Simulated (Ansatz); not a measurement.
Input for Ansatz (a first-principles code): R-B3LYP-D3(BJ)/def2-TZVP on CH6F2Ge (a complex).

Ansatz 0.2 input:
```yaml
crystal:
  periodic: [false, false, false]
  atoms:
    - {symbol: Ge, position_ang: [-0.60737455, 0.51317467, 0.49253145]}
    - {symbol: H, position_ang: [-0.70875606, 0.86651543, -0.95006217]}
    - {symbol: H, position_ang: [-0.30317749, -0.93628453, 0.58485129]}
    - {symbol: H, position_ang: [-1.90829804, 0.79802367, 1.14148168]}
    - {symbol: H, position_ang: [0.47235196, 1.31842443, 1.10347551]}
    - {symbol: F, position_ang: [-0.54003362, -0.13699637, 3.34759234]}
    - {symbol: C, position_ang: [0.51725623, -0.90730089, 3.67109151]}
    - {symbol: F, position_ang: [1.47656400, -0.69267726, 2.75509895]}
    - {symbol: H, position_ang: [0.21232795, -1.96150584, 3.62678898]}
    - {symbol: H, position_ang: [0.89104100, -0.60096185, 4.65803229]}
basis:
  gaussian:
    orbitals: def2-TZVP
hamiltonian:
  xc: b3lyp
  dispersion: d3bj
relax: {f_tol: 0.004, max_steps: 120}
scf: {lower_state_search: off}
```

It printed:

```
WARN ansatz: RAYON_NUM_THREADS=1 ignored (pool sized by the plan → 1); use --threads N
Functional definition: B3LYP
these checks for a lower state are left out or cut short: stability, starts, cluster_reference, orbital_swaps, neighbouring_geometries, increment
integrals: 0.09 GiB planned
1145 factors; their error is unknown
mean field: 0.82 GiB planned
mean field evaluation 1: about -63088.3327 eV, gradient 3.6e1 eV
mean field evaluation 2: about -63088.1844 eV, gradient 4.1e1 eV
mean field evaluation 4: about -63090.1723 eV, gradient 1.9e0 eV
mean field evaluation 8: about -63090.1755 eV, gradient 1.0e-1 eV
mean field evaluation 16: about -63090.3986 eV, gradient 3.7e-3 eV
mean field -63090.39858839 eV, -2318.5293839154 hartree, gradient 6.8e-6 eV, S^2 0.000000; 0 other end points of the search recorded, 0 dependent functions left out
the calculation of the forces begins
reference -63090.39885813 eV, -2318.5293938280 hartree; 31, 31 occupied and 146, 146 virtual orbitals, 1145 factors
relax step   1: F+E_penalty+E_count = -63090.63707592 eV  Δ(F+E_penalty+E_count) = +0.000e0 eV  max|allowed force component| = 9.736e-1 eV/Å  Δτ_max = 0.0000 Å  (17 SCF iters, accepted)
these checks for a lower state are left out or cut short: stability, starts, cluster_reference, orbital_swaps, neighbouring_geometries, increment
integrals: 0.09 GiB planned
1145 factors; their error is unknown
mean field: 0.80 GiB planned
mean field -63090.58739709 eV, -2318.5363225068 hartree, gradient 8.5e-7 eV, S^2 0.000000; 0 other end points of the search recorded, 0 dependent functions left out
the calculation of the forces begins
reference -63090.58767228 eV, -2318.5363326199 hartree; 31, 31 occupied and 146, 146 virtual orbitals, 1145 factors
relax step   2: F+E_penalty+E_count = -63090.80641852 eV  Δ(F+E_penalty+E_count) = -1.693e-1 eV  max|allowed force component| = 3.403e-1 eV/Å  Δτ_max = 0.1933 Å  (21 SCF iters, accepted)
these checks for a lower state are left out or cut short: stability, starts, cluster_reference, orbital_swaps, neighbouring_geometries, increment
integrals: 0.09 GiB planned
1145 factors; their error is unknown
mean field: 0.80 GiB planned
mean field evaluation 32: about -63090.6081 eV, gradient 3.6e-3 eV
mean field -63090.60814927 eV, -2318.5370851355 hartree, gradient 1.1e-6 eV, S^2 0.000000; 0 other end points of the search recorded, 0 dependent functions left out
the calculation of the forces begins
reference -63090.60842599 eV, -2318.5370953048 hartree; 31, 31 occupied and 146, 146 virtual orbitals, 1145 factors
relax step   3: F+E_penalty+E_count = -63090.82021582 eV  Δ(F+E_penalty+E_count) = -1.380e-2 eV  max|allowed force component| = 1.503e-1 eV/Å  Δτ_max = 0.0696 Å  (21 SCF iters, accepted)
these checks for a lower state are left out or cut short: stability, starts, cluster_reference, orbital_swaps, neighbouring_geometries, increment
integrals: 0.09 GiB planned
1145 factors; their error is unknown
mean field: 0.79 GiB planned
mean field -63090.61304440 eV, -2318.5372650281 hartree, gradient 8.8e-7 eV, S^2 0.000000; 0 other end points of the search recorded, 0 dependent functions left out
the calculation of the forces begins
reference -63090.61332102 eV, -2318.5372751940 hartree; 31, 31 occupied and 146, 146 virtual orbitals, 1145 factors
relax step   4: F+E_penalty+E_count = -63090.82136696 eV  Δ(F+E_penalty+E_count) = -1.151e-3 eV  max|allowed force component| = 1.714e-1 eV/Å  Δτ_max = 0.0754 Å  (20 SCF iters, accepted)
these checks for a lower state are left out or cut short: stability, starts, cluster_reference, orbital_swaps, neighbouring_geometries, increment
integrals: 0.09 GiB planned
1145 factors; their error is unknown
mean field: 0.79 GiB planned
mean field -63090.61562009 eV, -2318.5373596832 hartree, gradient 7.2e-7 eV, S^2 0.000000; 0 other end points of the search recorded, 0 dependent functions left out
the calculation of the forces begins
reference -63090.61589707 eV, -2318.5373698620 hartree; 31, 31 occupied and 146, 146 virtual orbitals, 1145 factors
relax step   5: F+E_penalty+E_count = -63090.82292897 eV  Δ(F+E_penalty+E_count) = -1.562e-3 eV  max|allowed force component| = 4.220e-2 eV/Å  Δτ_max = 0.0205 Å  (20 SCF iters, accepted)
these checks for a lower state are left out or cut short: stability, starts, cluster_reference, orbital_swaps, neighbouring_geometries, increment
integrals: 0.09 GiB planned
1145 factors; their error is unknown
mean field: 0.79 GiB plan
[...]
tal_swaps, neighbouring_geometries, increment
integrals: 0.09 GiB planned
1145 factors; their error is unknown
mean field: 0.80 GiB planned
mean field -63090.61476876 eV, -2318.5373283973 hartree, gradient 7.5e-7 eV, S^2 0.000000; 0 other end points of the search recorded, 0 dependent functions left out
the calculation of the forces begins
reference -63090.61503680 eV, -2318.5373382475 hartree; 31, 31 occupied and 146, 146 virtual orbitals, 1145 factors
relax step  19: F+E_penalty+E_count = -63090.83141205 eV  Δ(F+E_penalty+E_count) = -1.530e-4 eV  max|allowed force component| = 8.250e-2 eV/Å  Δτ_max = 0.0644 Å  (20 SCF iters, accepted)
these checks for a lower state are left out or cut short: stability, starts, cluster_reference, orbital_swaps, neighbouring_geometries, increment
integrals: 0.09 GiB planned
1145 factors; their error is unknown
mean field: 0.79 GiB planned
mean field -63090.61534460 eV, -2318.5373495591 hartree, gradient 6.7e-7 eV, S^2 0.000000; 0 other end points of the search recorded, 0 dependent functions left out
the calculation of the forces begins
reference -63090.61561279 eV, -2318.5373594147 hartree; 31, 31 occupied and 146, 146 virtual orbitals, 1145 factors
relax step  20: F+E_penalty+E_count = -63090.83163674 eV  Δ(F+E_penalty+E_count) = -2.247e-4 eV  max|allowed force component| = 3.380e-2 eV/Å  Δτ_max = 0.0095 Å  (22 SCF iters, accepted)
these checks for a lower state are left out or cut short: stability, starts, cluster_reference, orbital_swaps, neighbouring_geometries, increment
integrals: 0.09 GiB planned
1145 factors; their error is unknown
mean field: 0.79 GiB planned
mean field evaluation 160: about -63090.6159 eV, gradient 6.9e-7 eV
mean field -63090.61588744 eV, -2318.5373695081 hartree, gradient 6.9e-7 eV, S^2 0.000000; 0 other end points of the search recorded, 0 dependent functions left out
the calculation of the forces begins
reference -63090.61615591 eV, -2318.5373793740 hartree; 31, 31 occupied and 146, 146 virtual orbitals, 1145 factors
relax step  21: F+E_penalty+E_count = -63090.83171218 eV  Δ(F+E_penalty+E_count) = -7.543e-5 eV  max|allowed force component| = 2.399e-2 eV/Å  Δτ_max = 0.0187 Å  (21 SCF iters, accepted)
these checks for a lower state are left out or cut short: stability, starts, cluster_reference, orbital_swaps, neighbouring_geometries, increment
integrals: 0.09 GiB planned
1145 factors; their error is unknown
mean field: 0.79 GiB planned
mean field -63090.61572236 eV, -2318.5373634416 hartree, gradient 7.2e-7 eV, S^2 0.000000; 0 other end points of the search recorded, 0 dependent functions left out
the calculation of the forces begins
reference -63090.61599058 eV, -2318.5373732982 hartree; 31, 31 occupied and 146, 146 virtual orbitals, 1145 factors
relax step  22: F+E_penalty+E_count = -63090.83180065 eV  Δ(F+E_penalty+E_count) = -8.847e-5 eV  max|allowed force component| = 3.756e-3 eV/Å  Δτ_max = 0.0097 Å  (21 SCF iters, accepted)
these checks for a lower state are left out or cut short: stability, starts, cluster_reference, orbital_swaps, neighbouring_geometries, increment
integrals: 0.09 GiB planned
1145 factors; their error is unknown
mean field: 0.79 GiB planned
mean field -63090.61560324 eV, -2318.5373590639 hartree, gradient 7.4e-7 eV, S^2 0.000000; 0 other end points of the search recorded, 0 dependent functions left out
the calculation of the forces begins
reference -63090.61587130 eV, -2318.5373689150 hartree; 31, 31 occupied and 146, 146 virtual orbitals, 1145 factors
relax step  23: F+E_penalty+E_count = -63090.83182640 eV  Δ(F+E_penalty+E_count) = -2.575e-5 eV  max|allowed force component| = 2.244e-3 eV/Å  Δτ_max = 0.0145 Å  (21 SCF iters, accepted)
these checks for a lower state are left out or cut short: stability, starts, cluster_reference, orbital_swaps, neighbouring_geometries, increment
integrals: 0.09 GiB planned
1145 factors; their error is unknown
mean field: 0.79 GiB planned
mean field -63090.61570852 eV, -2318.5373629329 hartree, gradient 7.7e-7 eV, S^2 0.000000; 0 other end points of the search recorded, 0 dependent functions left out
the calculation of the forces begins
reference -63090.61597648 eV, -2318.5373727800 hartree; 31, 31 occupied and 146, 146 virtual orbitals, 1145 factors
relax step  24: F+E_penalty+E_count = -63090.83183722 eV  Δ(F+E_penalty+E_count) = -1.082e-5 eV  max|allowed force component| = 4.595e-3 eV/Å  Δτ_max = 0.0135 Å  (21 SCF iters, accepted)
these checks for a lower state are left out or cut short: stability, starts, cluster_reference, orbital_swaps, neighbouring_geometries, increment
integrals: 0.09 GiB planned
1145 factors; their error is unknown
mean field: 0.79 GiB planned
mean field -63090.61580740 eV, -2318.5373665668 hartree, gradient 7.9e-7 eV, S^2 0.000000; 0 other end points of the search recorded, 0 dependent functions left out
the calculation of the forces begins
reference -63090.61607532 eV, -2318.5373764125 hartree; 31, 31 occupied and 146, 146 virtual orbitals, 1145 factors
relax step  25: F+E_penalty+E_count = -63090.83184172 eV  Δ(F+E_penalty+E_count) = -4.497e-6 eV  max|allowed force component| = 4.094e-3 eV/Å  Δτ_max = 0.0062 Å  (22 SCF iters, accepted)
these checks for a lower state are left out or cut short: stability, starts, cluster_reference, orbital_swaps, neighbouring_geometries, increment
integrals: 0.09 GiB planned
1145 factors; their error is unknown
mean field: 0.79 GiB planned
mean field evaluation 192: about -63090.6159 eV, gradient 1.1e-4 eV
mean field -63090.61592221 eV, -2318.5373707859 hartree, gradient 8.0e-7 eV, S^2 0.000000; 0 other end points of the search recorded, 0 dependent functions left out
the calculation of the forces begins
reference -63090.61619007 eV, -2318.5373806294 hartree; 31, 31 occupied and 146, 146 virtual orbitals, 1145 factors
relax step  26: F+E_penalty+E_count = -63090.83184798 eV  Δ(F+E_penalty+E_count) = -6.264e-6 eV  max|allowed force component| = 1.996e-3 eV/Å  Δτ_max = 0.0082 Å  (21 SCF iters, accepted)
these checks for a lower state are left out or cut short: stability, starts, cluster_reference, orbital_swaps, neighbouring_geometries, increment
integrals: 0.09 GiB planned
1145 factors; their error is unknown
mean field: 0.79 GiB planned
mean field -63090.61596905 eV, -2318.5373725070 hartree, gradient 8.1e-7 eV, S^2 0.000000; 0 other end points of the search recorded, 0 dependent functions left out
the calculation of the forces begins
reference -63090.61623680 eV, -2318.5373823468 hartree; 31, 31 occupied and 146, 146 virtual orbitals, 1145 factors
relax step  27: F+E_penalty+E_count = -63090.83185376 eV  Δ(F+E_penalty+E_count) = -5.778e-6 eV  max|allowed force component| = 2.541e-3 eV/Å  Δτ_max = 0.0081 Å  (21 SCF iters, accepted)
Total energy: -63090.83212151 eV, -2318.5453159637 hartree
Atom 0 at    -0.700105     0.534731     0.346871 Å, force     0.000789     0.001445     0.000535 eV/Å
Atom 1 at    -0.860382     0.618558    -1.180099 Å, force    -0.000235     0.000208     0.000237 eV/Å
Atom 2 at    -0.375388    -0.919197     0.726985 Å, force    -0.000163    -0.001068     0.000445 eV/Å
Atom 3 at    -2.013103     0.956372     1.019880 Å, force     0.000932     0.000035    -0.000497 eV/Å
Atom 4 at     0.443088     1.451768     0.796283 Å, force    -0.001147    -0.000589    -0.000303 eV/Å
Atom 5 at    -0.305530     0.077921     3.691339 Å, force     0.000185    -0.002541    -0.000074 eV/Å
Atom 6 at     0.587325    -0.950122     3.771395 Å, force     0.001332     0.001611    -0.001998 eV/Å
Atom 7 at     1.788375    -0.513738     3.303105 Å, force    -0.000387    -0.000107     0.000505 eV/Å
Atom 8 at     0.237922    -1.764498     3.135604 Å, force    -0.001350     0.000401    -0.000433 eV/Å
Atom 9 at     0.699700    -1.231385     4.819519 Å, force     0.000044     0.000604     0.001581 eV/Å
Dipole moment:    -0.061432    -0.341678     0.180220 e Å
Checks for a lower state left out: stability, starts, cluster_reference, orbital_swaps, neighbouring_geometries, increment
```

The calculation finished and met its thresholds.

Cost: very roughly 3 core-minutes.
